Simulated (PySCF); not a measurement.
# Calculated NMR parameters of C[SiH2][Si@@H]1C[SiH2][C@@H]1C#N

```
Formula                               : C4H11NSi3
SMILES                                : C[SiH2][Si@@H]1C[SiH2][C@@H]1C#N
Point group of the computed structure : C1
Degrees of unsaturation               : 3
Carbon signals                        : 4
Proton signals                        : 9
```

Atom-mapped SMILES (the numbers label the heavy atoms): `[CH3:1][SiH2:2][Si@@H:3]1[CH2:4][SiH2:5][C@@H:6]1[C:7]#[N:8]`. Hydrogens are named by the atom that carries them. Ha(C4), Ha(Si5) are cis to Si2 on the ring; Ha(Si2) is pro-R; Hb(Si2) is pro-S; Hb(C4), Hb(Si5) are trans to Si2 on the ring.

PySCF 2.14.0 with density-fitted response routines calculation with geometry from GFN2-xTB and GIAO PBE0/pcSseg-1 shieldings; in vacuum, a single conformation, equivalent nuclei averaged, relativity neglected.

Shifts are taken against calculated references (same method and geometry level): ¹H (31.72 ppm), ¹³C (186.93 ppm), ²⁹Si (349.16 ppm) against TMS; ¹⁵N (267.73 ppm) vs NH3.

| carbon | δC, type | δH (multiplicity) | HMBC from (2–3 bonds) | span of the C tensor (ppm) |
| --- | --- | --- | --- | --- |
| C1 | -11.1, CH3 | 0.81 (m) | H(Si3), Ha(Si2), Hb(Si2) | 10 |
| C4 | -7.1, CH2 | Ha(C4) 0.55 (m); Hb(C4) 0.85 (m) | H(Si3), Hb(Si5), Ha(Si5), Ha(Si2), Hb(Si2), H(C6) | 30 |
| C6 | -3.0, CH | 1.92 (m) | H(Si3), Hb(Si5), Ha(Si5), Ha(Si2), Hb(Si2), Hb(C4), Ha(C4) | 29 |
| C7 | 126.6, C | – | H(Si3), Hb(Si5), Ha(Si5), H(C6) | 351 |

Other nuclei:
```tsv
atoms	nucleus	environment	δ (ppm)	σ (ppm)
H(Si3)	¹H	hydrogen on a silicon bonded to 2 C, Si, in a 4-membered ring	5.25	26.47
Hb(Si5)	¹H	hydrogen on a silicon bonded to 2 C, in a 4-membered ring	5.16	26.55
Ha(Si5)	¹H	hydrogen on a silicon bonded to 2 C, in a 4-membered ring	5.10	26.62
Ha(Si2)	¹H	hydrogen on a silicon bonded to C, Si	4.18	27.54
Hb(Si2)	¹H	hydrogen on a silicon bonded to C, Si	4.05	27.67
Si5	²⁹Si	silicon bonded to 2 C, 2 H, in a 4-membered ring	-22.5	371.6
Si3	²⁹Si	silicon bonded to 2 C, Si, H, in a 4-membered ring	-25.6	374.8
Si2	²⁹Si	silicon bonded to C, Si, 2 H	-78.6	427.8
N8	¹⁵N	nitrile nitrogen	291.4	-23.7
```

- Carbon types of the structure: 1 × C, 1 × CH, 1 × CH2, 1 × CH3, leaving 5 H on heteroatoms.
- δC 126.6: nitrile carbon; typical of a nitrile.
- δC -3.0: sp3 CH bonded to 2 Si, α to a nitrile; an electropositive neighbour leaves it electron-rich and shielded.
- δC -7.1: sp3 CH2 bonded to 2 Si; an electropositive neighbour leaves it electron-rich and shielded.
- δC -11.1: methyl carbon bonded to Si; an electropositive neighbour leaves it electron-rich and shielded.
- δH 0.81: hydrogen on a methyl carbon bonded to Si; an electropositive neighbour shields it, as in TMS itself.

Shifts are as computed. Against solution values, carbons near 30 ppm lie about +3 ppm off and those near 130 ppm about +5 ppm. Of 1211 compounds with measured shifts, 218 miss one by over three times the rms of a fit or turn the order of signals round; such compounds aren't used in these exercises. Experimental scales use liquid or dissolved standards, which lie at an offset from isolated NH3 (liquid NH3: subtract about 20 ppm). Unscaled 15N shifts of sp2 nitrogen come out 20 to 40 ppm too high even then. No couplings were computed; multiplicities are counted from neighbouring protons, with m where these are inequivalent, close in shift, in a saturated or five-membered ring or joined by F or P, and br s for small geminal =CH2 splittings.
